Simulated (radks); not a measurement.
Spherical quantum dot in the effective-mass picture: electrons in a hard-walled sphere of radius 6.24, with a point charge +1 (a donor) at the centre, all in effective atomic units (hartree* = m*/eps^2 hartree, bohr* = eps/m* bohr), one dielectric constant everywhere. Calculated with a radial shooting solver with Libxc functionals: non-relativistic Kohn-Sham, exchange-only LDA, spin-polarised, spherical densities. Levels are named by radial order and angular momentum (1s, 1p, 1d, 2s, ...), and open shells are averaged over m. Results are scaled to m* = 0.207 and eps = 13, for which hartree* = 33.33 meV and bohr* = 3.323 nm. Each electron was tried in the lowest free levels, single moves between levels near the top were tried too, and the lowest total energy was kept; such a search can miss a lower state. At N = 1 the Hartree and exchange-correlation terms need not cancel, so that row can carry a self-interaction error.

N,open shells,2S,mu = E(N) - E(N-1) (meV),addition energy mu(N+1) - mu(N) (meV),e(HOMO) (meV),rms radius (nm)
1,"1s(up 1, down 0)",1,-15.198,16.97,-8.0942,6.019
2,none,0,1.7690,14.33,5.7020,8.122
3,"1p(up 1, down 0)",1,16.100,6.325,19.175,10.33
4,"1p(up 2, down 0)",2,22.425,6.598,25.709,11.40
5,"1p(up 3, down 0)",3,29.023,9.557,32.344,12.08
6,"1p(up 3, down 1)",2,38.580,5.860,41.399,12.59
7,"1p(up 3, down 2)",1,44.440,6.236,47.530,12.97
8,none,0,50.676,9.242,53.840,13.28
9,"2s(up 1, down 0)",1,59.918,7.977,63.744,13.47
10,"1d(up 1, down 0) 2s(up 1, down 0)",2,67.896,6.231,71.005,13.72
11,"1d(up 2, down 0) 2s(up 1, down 0)",3,74.127,6.261,77.254,13.93
12,"1d(up 3, down 0) 2s(up 1, down 0)",4,80.388,6.277,83.647,14.12
13,"1d(up 4, down 0) 2s(up 1, down 0)",5,86.665,6.285,90.309,14.28
14,"1d(up 5, down 0) 2s(up 1, down 0)",6,92.950,8.570,96.971,14.42
15,"1d(up 5, down 1) 2s(up 1, down 0)",5,101.52,6.057,104.54,14.55
16,"1d(up 5, down 2) 2s(up 1, down 0)",4,107.58,6.106,110.62,14.67
17,"1d(up 5, down 3) 2s(up 1, down 0)",3,113.68,6.135,117.06,14.77
18,"1d(up 5, down 4) 2s(up 1, down 0)",2,119.82,6.154,123.75,14.87
19,"2s(up 1, down 0)",1,125.97,11.13,130.43,14.96
20,"2s(up 1, down 0) 1f(up 1, down 0)",2,137.10,6.099,140.15,15.05
21,"2s(up 1, down 0) 1f(up 2, down 0)",3,143.20,6.108,146.26,15.14
22,"2s(up 1, down 0) 1f(up 3, down 0)",4,149.31,6.115,152.37,15.22
23,"2s(up 1, down 0) 1f(up 4, down 0)",5,155.43,6.119,158.48,15.29
24,"2s(up 1, down 0) 1f(up 5, down 0)",6,161.54,6.121,164.61,15.36
25,"2s(up 1, down 0) 1f(up 6, down 0)",7,167.67,6.122,170.73,15.43
26,"2s(up 1, down 0) 1f(up 7, down 0)",8,173.79,-,176.85,15.49

All shells are closed at N = 2, 8 (there: 1s2 1p6); the second difference of the energy has clear peaks (12 % above both neighbours; the first and last values, which can be the largest, are not judged, and half-filled shells can peak too) at N = 5, 8, 14, 19.
